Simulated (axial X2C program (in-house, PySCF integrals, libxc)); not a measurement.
WF: cheaper levels and CCSD(T), 2c

All values were computed with an axial X2C code built on PySCF integrals. Two-component (2c) means X2C with spin–orbit coupling and atomic mean-field two-electron Coulomb and Gaunt terms. Basis: W dyall-cv3z [13s14p9d7f4g], F dyall-av3z [7s6p3d2f] (cores contracted in-house); Gaussian nuclei, density fitting, unrestricted open shells. Masses: W 183.951 u, F 18.998 u.

State: Ω = 5/2 (⟨Sz⟩ = 2.48, ⟨Lz⟩ = 0.02 at HF); fragments W + F.

```
level  Re (Å)  ωe (cm⁻¹)
 PBE0   1.884      644.9
   HF   1.911      626.3
  MP2   1.904      626.4
 CCSD   1.903      631.6
```

Correlated methods: 13 electrons correlated (number of frozen shells: W 5 s, 4 p, 2 d, 1 f; F 1 s), 313 virtual spin orbitals or spinors in MP2, 90 natural virtuals in coupled cluster.

CCSD(T), same Hamiltonian and basis:

Re = 1.905 Å, ωe = 629.2 cm⁻¹; T1 = 0.018 (Lee–Taylor normalisation).

(1) Give the differences from CCSD(T) in the columns below.

One determinant describes the state; a PBE0 search over occupations chose it and may have missed a lower one. De is not given where an atomic determinant may have missed its ground term or J level, or where the truncated virtual space spoils (T). Density functionals use the spin component along the axis (collinear). CCSD and (T) use frozen natural virtuals with an MP2 correction for the truncation; (T) itself is uncorrected, so its De runs slightly low. Other states lie close and PBE0, whose exact exchange favours high spin, may order them wrongly; the determinant shown need not be the ground state. The nearest other 2c determinant of the search, Ω = 1/2, lies 0.75 eV up at the distance of the search. The functionals have no current-density term, which raises determinants with orbital currents, atoms included. With several unpaired electrons one determinant need not be a pure state. This is the top spin component of a Σ state; components of lower Ω are not single determinants and can lie lower. With the outer-core shells frozen, correlated bond lengths of heavy atoms tend to come out a few hundredths of an ångström too long.

Results:

(1) 

```
level  ΔRe (Å)  Δωe (cm⁻¹)
 PBE0   -0.021          16
   HF    0.006          -3
  MP2   -0.001          -3
 CCSD   -0.002           2
```
